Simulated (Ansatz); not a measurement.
Frontier orbitals of CH9GeNSi, SMILES `C[SiH2][NH][GeH3]`.

Z-matrix (Å, degrees):
```
C
Si 1 1.866
H 1 1.093 2 110.6
H 1 1.092 2 111.0 3 120.5
H 1 1.094 2 110.9 3 -119.3
N 2 1.722 1 111.7 3 180.0
H 2 1.495 1 107.8 3 55.6
H 2 1.489 1 111.1 3 -62.1
Ge 6 1.837 2 127.3 1 139.4
H 6 1.010 2 117.1 1 -56.5
H 9 1.539 6 108.1 2 -151.8
H 9 1.544 6 112.0 2 88.4
H 9 1.534 6 107.1 2 -31.9
```

Charge 0, multiplicity 1. Correlated methods include outer-core shells of Ge, which these sets cover unevenly. Scalar relativity is left out up to krypton. The structure was optimised at the PBE0-D4/def2-TZVP level. It is one conformer, not always the lowest. Basis def2-TZVPP, Ansatz.

```
functional  HOMO (eV)  LUMO (eV)
   r2SCAN0      -7.33       0.53
```

(1) Give HOMO and LUMO (eV) with LDA (SPW92), PBE, revPBE, BLYP, r2SCAN, B97M-V, PBE0, B3LYP, r2SCANh, HSE06 (plane-wave form), BHLYP, CAM-B3LYP, LC-ωPBE, ωB97X-V, ωB97M-V, HF. (An estimate is asked.)

Answers

(1) Computed: 
```
             functional    HOMO   LUMO
            LDA (SPW92)   -5.90  -0.79
                    PBE   -5.80  -0.55
                 revPBE   -5.76  -0.43
                   BLYP   -5.69  -0.46
                 r2SCAN   -6.09  -0.15
                 B97M-V   -6.25  -0.40
                   PBE0   -7.13   0.28
                  B3LYP   -6.91   0.04
                r2SCANh   -6.59   0.13
HSE06 (plane-wave form)   -6.73  -0.09
                  BHLYP   -8.39   1.07
              CAM-B3LYP   -8.50   1.21
                LC-ωPBE   -9.86   2.44
                ωB97X-V   -9.52   2.24
                ωB97M-V   -9.42   1.90
                     HF  -10.41   3.17
```

B3LYP here is the variant with VWN-RPA as its local correlation; programs differ in this. LC-ωPBE has ω = 0.4 bohr⁻¹. Positive LUMOs are unbound and depend on the basis.
